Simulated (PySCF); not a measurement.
Gas-phase equilibrium of 1 mol HF, 1 mol H2O at 1400 K and 0.00133 bar, among 15 species (O2, F2, O, F, HO2, HOF, H2O, H, FO, H2O2, O3, HF, H2, F2O, OH). Only gases are allowed; each row takes one source of thermochemistry for all species, and Cantera finds the minimum.

Method: PySCF energies plus ideal-gas RRHO corrections (1 bar). Table values come from the NASA 1993 polynomials. † marks an energy on the PBE0/def2-TZVP geometry and frequencies; other levels use their own. MP2 freezes the core. 6-31G* has spherical d functions here. Open shells (unrestricted) among the columns below: O2 (multiplicity 3), OH (multiplicity 2, electronic degeneracy 4); the rest are closed-shell singlets. Spin-orbit splitting is ignored; it lowers the true energy and changes the entropy of OH. B3LYP is the form with VWN-RPA correlation. MP2 isn't extrapolated to the basis-set limit. The harmonic model lacks anharmonicity and excited electronic states, which grow with temperature; levels with a mode under 35 cm⁻¹ are left out. The table's entry may be an old estimate for OH (not checked at source).

Molecules larger than those listed are left out. Also missing: (HF)n, which can matter at low temperature or high pressure. Table species left out: FO2, H2F2, H3F3, H4F4.

With table thermochemistry: HF 0.50, H2O 0.50, H2 0.00043, O2 0.00020, OH 6.3e-5.

Problem. How far does the composition move with the other sources (B3LYP/6-31G*, BLYP/def2-TZVP†, MP2/def2-SVP†, MP2/def2-TZVPP†, PBE0/def2-SVP†, LDA/def2-TZVP†)?

Solution. 
```csv
thermochemistry,x HF,x H2O,x H2,x O2,x OH
table,0.50,0.50,0.00043,0.00020,6.3e-5
B3LYP/6-31G*,0.49,0.47,0.022,0.011,0.00031
BLYP/def2-TZVP†,0.50,0.49,0.0056,0.0028,0.00011
MP2/def2-SVP†,0.50,0.50,0.0019,0.00097,6.0e-5
MP2/def2-TZVPP†,0.50,0.50,0.00034,0.00016,2.4e-5
PBE0/def2-SVP†,0.50,0.50,0.0034,0.0017,0.00011
LDA/def2-TZVP†,0.50,0.50,0.00049,0.00024,6.8e-7
```
The most sensitive of these is OH: it spans a factor of 10^2.7 over these rows; at this temperature one factor of ten is RT ln 10 = 27 kJ/mol.
